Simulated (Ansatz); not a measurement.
Basis-set extrapolation for C$_{2}$H$_{6}$BNOS (PBE0-D4/def2-TZVP geometry, frozen core, Ansatz 0.2.0). Multiplicity 1, RHF reference.

|  | def2-TZVPP | def2-QZVPP |
| --- | --- | --- |
| HF | -630.824951 | -630.846721 |
| MP2 correlation | -1.055384 | -1.133094 |
| CCSD(T) correlation | -1.144300 | not run |

Energies in hartree. Use E(X) = E(∞) + A·exp(−7.88·√X) for Hartree–Fock and E(X) = E(∞) + B·X^(−2.97) for correlation, with X = 3 and 4, and add CCSD(T) minus MP2 of the smaller set to the MP2 limit.

**Question.** What is the CCSD(T) energy at the basis-set limit?

**Answer.** HF limit: -630.846721 + (-0.021770) × 0.13774 = -630.84972. MP2 limit: -1.133094 + (-0.077710) × 0.74074 = -1.19066. Higher-order term: -1.144300 − (-1.055384) = -0.08892. Total: -632.12930 hartree, 4.36 eV below CCSD(T)/def2-TZVPP.
